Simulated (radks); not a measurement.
Task: The mean radii <r> (bohr) of the occupied orbitals of an atom or ion are listed with their occupations. Method: Dirac Kohn-Sham, PBEsol, spin-unpolarised, spherical densities, finite nucleus; Fermi nuclear charge, rms radius of each element as measured or else 0.836 A^(1/3) + 0.57 fm; computed with a radial shooting solver on a logarithmic mesh with Libxc functionals.

| orbital | occ. | <r> |
|---|---|---|
| 1s1/2 | 2 | 0.01835 |
| 2s1/2 | 2 | 0.07697 |
| 2p1/2 | 2 | 0.06366 |
| 2p3/2 | 4 | 0.07162 |
| 3s1/2 | 2 | 0.2006 |
| 3p1/2 | 2 | 0.1906 |
| 3p3/2 | 4 | 0.2054 |
| 3d3/2 | 4 | 0.1797 |
| 3d5/2 | 6 | 0.1842 |
| 4s1/2 | 2 | 0.4496 |
| 4p1/2 | 2 | 0.4547 |
| 4p3/2 | 4 | 0.4880 |
| 4d3/2 | 4 | 0.5049 |
| 4d5/2 | 6 | 0.5163 |
| 5s1/2 | 2 | 1.068 |
| 5p1/2 | 2 | 1.177 |
| 5p3/2 | 4 | 1.282 |
| 4f5/2 | 6 | 0.6030 |
| 4f7/2 | 8 | 0.6127 |
| 5d3/2 | 1.6 | 1.923 |
| 6s1/2 | 1 | 2.949 |
| 5d5/2 | 2.4 | 1.995 |

Name the element and its charge. Open shells, if any, are shared by 2j + 1.

Result: Z = 74, tungsten, charge +1: W+ in [Xe] 4f14 5d4 6s1. The 1s radius gives Z: for a bare nucleus <r> = (2 gamma + 1)/(2Z) with gamma = sqrt(1 - (Z/c)^2), 0.01813 bohr for Z = 74, and screening makes it slightly larger (0.01835 here). The occupations add up to 73, and the charge is Z minus that.
